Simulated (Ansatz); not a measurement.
One change: `CSC#[C][AlH2]` becomes `C#CSC`.

Ansatz, PBE0-D4/def2-TZVP geometries, multiplicity 1. 

```
                                        property  `CSC#[C][AlH2]`
size of the dipole moment (B3LYP/def2-TZVPP) / D             2.24
         HOMO–LUMO gap (ωB97M-V/def2-TZVPP) / eV             8.72
           LUMO energy (ωB97M-V/def2-TZVPP) / eV             0.01
            HOMO–LUMO gap (PBE0/def2-TZVPP) / eV             5.06
             HOMO–LUMO gap (PBE/def2-TZVPP) / eV             3.31
             HOMO energy (B3LYP/def2-TZVPP) / eV            -6.46
```

**Question.** Give the same properties after the change, and the shifts. (An estimate is asked.)

**Answer.** The calculation gave: 
```
                                        property  `C#CSC`  shift
size of the dipole moment (B3LYP/def2-TZVPP) / D     1.58  -0.66
         HOMO–LUMO gap (ωB97M-V/def2-TZVPP) / eV    10.43   1.71
           LUMO energy (ωB97M-V/def2-TZVPP) / eV     1.81   1.80
            HOMO–LUMO gap (PBE0/def2-TZVPP) / eV     6.32   1.26
             HOMO–LUMO gap (PBE/def2-TZVPP) / eV     4.21   0.90
             HOMO energy (B3LYP/def2-TZVPP) / eV    -6.30   0.16
```

With PBE0 the HOMO rises by 0.16 eV and the LUMO rises by 1.42 eV, so the gap widens by about 1.26 eV. PBE moves the HOMO by 0.25 eV and ωB97M-V by 0.09 eV. Dipoles are sizes alone; their direction can turn.

B3LYP here is the variant with VWN-RPA as its local correlation; programs differ in this.
